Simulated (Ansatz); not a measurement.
A nudged elastic band was laid between two geometries of C2H5BF2 (10 atoms, charge 0, multiplicity 1).

The calculation used Ansatz, RKS LDA/def2-SVP.

```yaml
movable_images: 7
climbing_image: yes
spring: 5.0 eV/Å²
optimiser: quadratic models (default)
start_path: through a guess of the saddle point
force_threshold: 0.03 eV/Å
iteration_limit: 60
end_points: relaxed
```

Image 0:

```xyz
10
Properties=species:S:1:pos:R:3
F 0.060 -2.554 0.041
C 0.227 -1.265 -0.365
B -0.275 -0.156 0.577
C -0.093 1.311 0.124
F 0.512 1.451 -1.100
H 1.310 -1.050 -0.582
H -0.251 -1.095 -1.369
H -0.805 -0.383 1.652
H -1.092 1.822 0.119
H 0.490 1.868 0.906
```

Image 8:

```xyz
10
Properties=species:S:1:pos:R:3
F 0.071 -2.554 0.046
C 0.229 -1.265 -0.364
B -0.276 -0.156 0.577
C -0.094 1.311 0.124
F 0.511 1.449 -1.101
H -0.259 -1.099 -1.365
H 1.309 -1.045 -0.593
H -0.807 -0.384 1.652
H -1.091 1.827 0.120
H 0.492 1.864 0.906
```

Question: What changes between the two ends?

Answer: No bond is made or broken.  The two ends are copies of one structure, up to a mirror image or an exchange of like atoms.

Question: What energy profile does the band end with?

Answer: The forces met the threshold. The highest image is number 4 of 0 to 8, 63.0 kcal/mol above the ends, which have the same energy within 2 meV. Neighbouring images differ by up to 1.5 eV, so the band resolves the path poorly. A vibrational analysis at the climbing image gives one clearly imaginary mode, 1326i cm⁻¹: a first-order saddle point.

```json
{"image": "0", "path coordinate (Å)": "0.00", "energy (kcal/mol)": "0.0"}
{"image": "1", "path coordinate (Å)": "0.73", "energy (kcal/mol)": "0.9"}
{"image": "2", "path coordinate (Å)": "1.47", "energy (kcal/mol)": "6.2"}
{"image": "3", "path coordinate (Å)": "2.20", "energy (kcal/mol)": "29.0"}
{"image": "4", "path coordinate (Å)": "2.94", "energy (kcal/mol)": "63.0"}
{"image": "5", "path coordinate (Å)": "3.68", "energy (kcal/mol)": "28.9"}
{"image": "6", "path coordinate (Å)": "4.41", "energy (kcal/mol)": "6.2"}
{"image": "7", "path coordinate (Å)": "5.15", "energy (kcal/mol)": "0.9"}
{"image": "8", "path coordinate (Å)": "5.89", "energy (kcal/mol)": "0.0"}
```

Question: What is the geometry of the highest image?

Answer: 
```xyz
10
Properties=species:S:1:pos:R:3
F 0.380 -2.520 -0.714
C 0.231 -1.198 -0.500
B -0.149 -0.209 0.581
C -0.084 1.281 0.035
F 0.307 1.358 -1.271
H -0.100 -1.439 0.681
H 0.446 -0.536 -1.367
H -0.482 -0.405 1.750
H -1.092 1.749 0.143
H 0.626 1.868 0.665
```

The band took 22 iterations and of the order of 5 core-minutes.

Time of the run: 2.7 min on 2 threads of Arm Neoverse V1, on a shared host, peak memory 0.12 GiB.
